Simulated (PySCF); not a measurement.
A calculated (BP86, PySCF 2.14, def2-TZVP, the non-relativistic Hamiltonian (point nucleus)) atom or ion has these occupied shells.

| shell | electrons | orbital energy (eV) | rms radius, mean of both spins (bohr) |
| --- | --- | --- | --- |
| 1s β | 1 | -5331.1 | 0.0776 |
| 1s α | 1 | -5331.1 | 0.0776 |
| 2s α | 1 | -597.83 | 0.337 |
| 2s β | 1 | -596.75 | 0.337 |
| 2p α | 3 | -504.67 | 0.305 |
| 2p β | 3 | -503.84 | 0.305 |
| 3s α | 1 | -72.958 | 1.04 |
| 3s β | 1 | -69.756 | 1.04 |
| 3p α | 3 | -47.891 | 1.12 |
| 3p β | 3 | -44.698 | 1.12 |
| 3d α | 4 | -10.024 | 1.75 |

Problem. Name the element and its charge.

Solution. V⁺ (vanadium, charge +1), in [Ar] 3d4, high-spin 5D determinant.
